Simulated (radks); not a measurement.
The mean radii <r> (bohr) of the occupied orbitals of an atom or ion are listed with their occupations. Method: scalar-relativistic Kohn-Sham, LB94 model potential, spin-polarised, spherical densities, finite nucleus; Fermi nuclear charge, rms radius of each element as measured or else 0.836 A^(1/3) + 0.57 fm; computed with a radial shooting solver on a logarithmic mesh with Libxc functionals.

orbital  occ.      <r>
1s down     1  0.01657
1s up       1  0.01657
2s up       1  0.06961
2s down     1  0.06959
2p up       3  0.06291
2p down     3  0.06289
3s up       1   0.1757
3s down     1   0.1758
3p up       3   0.1757
3p down     3   0.1758
3d up       5   0.1575
3d down     3   0.1575

Name the element and its charge. Open shells, if any, are filled with parallel spins first.

Answer. Z = 80, mercury, charge +54: Hg54+ in [Ar] 3d8. The 1s radius gives Z: for a bare nucleus <r> = (2 gamma + 1)/(2Z) with gamma = sqrt(1 - (Z/c)^2), 0.0164 bohr for Z = 80, and screening makes it slightly larger (0.01657 here). The occupations add up to 26, and the charge is Z minus that.
